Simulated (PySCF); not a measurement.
Dipole response of Br(26+) (bromine, charge +26)

[He] 2s2 2p5, 2P determinant. Calculation: PySCF 2.14, in an uncontracted even-tempered set (20 s from 7 bohr⁻², ratio 2.2; 12 p from 9.1 bohr⁻², ratio 2.2; 6 d from 43 bohr⁻², ratio 2.4; 5 f from 64 bohr⁻², ratio 2.4; 4 g from 96 bohr⁻², ratio 2.4); the spin-free X2C one-electron Hamiltonian (Gaussian nucleus). Coupled (time-dependent) response in atomic units; α is the mean over directions.

| method | mean α (bohr³) | α xx, yy, zz | C₆ (like pair) | S(−4) |
| --- | --- | --- | --- | --- |
| UHF | 0.001557 | 0.002974, 0.0008481, 0.0008481 | 6.419e-05 | 1.250e-05 |
| PBE0 | 0.001571 | 0.003007, 0.0008530, 0.0008530 | 6.415e-05 | 1.406e-05 |

S(−4) is the Cauchy moment in α(ω) = α(0) + S(−4) ω² + …

Spin-orbit coupling is absent.

α(iu) at UHF:

```tsv
u (hartree)	α(iu) (bohr³)
0	0.001557
4.00	0.001399
8.00	0.001171
16.0	0.0009392
24.0	0.0008415
32.0	0.0007767
40.0	0.0007208
60.0	0.0005940
80.0	0.0004834
120	0.0003199
200	0.0001566
```

For an ion, C₆ is the dispersion term alone; charge-induced terms of lower order in 1/R come first.

The components differ because the open shell of this determinant is not spherical; for a pure term their mean is the scalar polarisability.

Spin-orbit coupling, absent here, splits the open shell strongly.
